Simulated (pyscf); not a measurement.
Single points on ωB97X-D3(BJ)/def2-SVP structures (PySCF, gas phase). MP2 and CC: frozen core, UHF for open shells. ΔMP2 is the change of the MP2 total energy from the triple- to the quadruple-zeta basis.

SMILES: [Al]([SeH])([Cl])[Cl]
```xyz
5

Cl     2.1890    -0.5695    -1.3204
Al     0.3686     0.3093    -0.8081
Cl    -0.2324     2.0554    -1.7712
Se    -0.9724    -0.6060     0.7850
H     -0.0200    -1.7001     1.0075
```
Charge 0, spin multiplicity 1.

**Question.** What is the homolytic dissociation enthalpy (298 K, CCSD(T)/def2-TZVPP + ΔMP2(QZVPP)) of the Al–Se bond of Cl–Al(Cl)–SeH, to [Cl–Al–Cl]• + SeH•?

**Answer.** Al–Se to [Cl–Al–Cl]• + SeH•: 3.75 eV. The radicals are drawn with the spin at the cut bond; how far it spreads was not checked. The CCSD(T) − MP2 part came from Ansatz, without density fitting, on the same reference. The frozen core leaves the outer d or s,p core shells of the metals and heavy elements correlated in the MP2 and CC values, and def2-TZVPP describes them poorly, which can shift differences by a few kcal/mol. Left out: the spin-orbit lowering of SeH, which is large for Br, Se, Te and I. Elements up to Kr have no core potential and no relativistic terms here.
